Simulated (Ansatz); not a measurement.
C$_{2}$H$_{4}$BNS$_{2}$, SMILES `CSC1=NBS1`, 10 atoms. Total charge 0; spin multiplicity 1. All runs use 4 threads of an Arm Neoverse V1 on a shared host. Correlated methods freeze the cores.

(1) How many basis functions does each run have, and how long does it take in Ansatz? RKS revPBE-D4/def2-TZVPP energy; RKS ωB97M-V/def2-SVP energy; RKS ωB97M-V/def2-QZVPP energy; RKS PBE0-D4/def2-QZVPP energy; RKS PBE0-D4/def2-TZVP relaxation (14 steps); RHF-CCSD(T)/def2-TZVPP energy; RKS PBE0-D4/def2-TZVP frequencies; RKS r2SCAN-D4/def2-TZVPP energy and forces; RHF-CCSD(T)/def2-SVP energy; RHF-MP2/def2-QZVPP energy; direct RPA on PBE orbitals/def2-TZVPP energy; RKS CAM-B3LYP-D4/def2-TZVPP energy. (Estimate.)

Results:

(1) Computed: Other jobs shared the machine, so times are rough.

```tsv
level	job	functions	wall time	peak host memory (GiB)
RKS revPBE-D4/def2-TZVPP	energy	264	2.6 s	0.38
RKS CAM-B3LYP-D4/def2-TZVPP	energy	264	4.6 s	0.85
RKS r2SCAN-D4/def2-TZVPP	energy and forces	264	6 s	0.42
RKS ωB97M-V/def2-SVP	energy	112	6 s	0.36
direct RPA on PBE orbitals/def2-TZVPP	energy	264	6.5 s	0.7
RHF-CCSD(T)/def2-SVP	energy	112	7 s	0.54
RKS PBE0-D4/def2-QZVPP	energy	488	11 s	2
RKS ωB97M-V/def2-QZVPP	energy	488	26 s	2.3
RHF-MP2/def2-QZVPP	energy	488	26 s	3.2
RKS PBE0-D4/def2-TZVP	relaxation (14 steps)	222	65 s	0.67
RKS PBE0-D4/def2-TZVP	frequencies	222	3.2 min	0.67
RHF-CCSD(T)/def2-TZVPP	energy	264	3.4 min	6.3
```
